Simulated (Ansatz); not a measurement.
A search over several starts for the lowest SCF solution of SiH3(NHEt) (C2H9NSi) at the given spin, in a small basis.

```yaml
crystal:
  periodic: [false, false, false]
  atoms:
    - {symbol: C, position_ang: [-0.713760, -0.319505, -0.682725]}
    - {symbol: C, position_ang: [0.289200, -1.443376, -0.967444]}
    - {symbol: N, position_ang: [-0.647294, 0.240447, 0.661221]}
    - {symbol: Si, position_ang: [0.431562, 1.527357, 1.135700]}
    - {symbol: H, position_ang: [0.071010, 1.900512, 2.547727]}
    - {symbol: H, position_ang: [1.916601, 1.221327, 1.112553]}
    - {symbol: H, position_ang: [0.221676, 2.691655, 0.202771]}
    - {symbol: H, position_ang: [-0.917809, -0.423888, 1.391910]}
    - {symbol: H, position_ang: [-1.747036, -0.688182, -0.878715]}
    - {symbol: H, position_ang: [-0.555458, 0.510688, -1.406611]}
    - {symbol: H, position_ang: [1.333524, -1.091456, -0.838060]}
    - {symbol: H, position_ang: [0.182148, -1.827804, -2.003305]}
    - {symbol: H, position_ang: [0.135637, -2.297786, -0.275033]}
basis:
  gaussian: {orbitals: def2-SVP, initial_orbitals: start.molden}
hamiltonian: {xc: pbe0, dispersion: d4}
output: {orbitals: {seedname: orbitals}}
```

The file start.molden holds the orbitals of an earlier run on this structure, at another level or in another basis.

```sh
$ ansatz run in.yaml --threads 2 --pin off --events-out ev --progress --plain --max-ram 4352MiB
```

Output, abridged:

```
Functional definition: PBE0
1206 factors; their error is unknown
mean field evaluation 1: about -11408.9209 eV, gradient 1.5e2 eV
mean field evaluation 2: about -11465.7493 eV, gradient 9.6e1 eV
mean field evaluation 4: about -11569.0299 eV, gradient 2.9e1 eV
mean field evaluation 8: about -11575.7069 eV, gradient 2.0e-3 eV
mean field evaluation 16: about -11575.6738 eV, gradient 5.2e-1 eV
mean field -11575.70690749 eV, -425.3993825543 hartree, gradient 1.3e-5 eV, S^2 0.000000; 1 other end points of the search recorded, 0 dependent functions left out
reference -11575.70693618 eV, -425.3993836087 hartree; 21, 21 occupied and 84, 84 virtual orbitals, 1206 factors
Total energy: -11575.90450088 eV, -425.4066439776 hartree
```

It took 2.8 s on 2 threads of Arm Neoverse V1 on a shared host.

Another isomer (singlet) lies 0.39 eV lower at PBE0-D4/def2-TZVP; other spin states weren't run for this one.
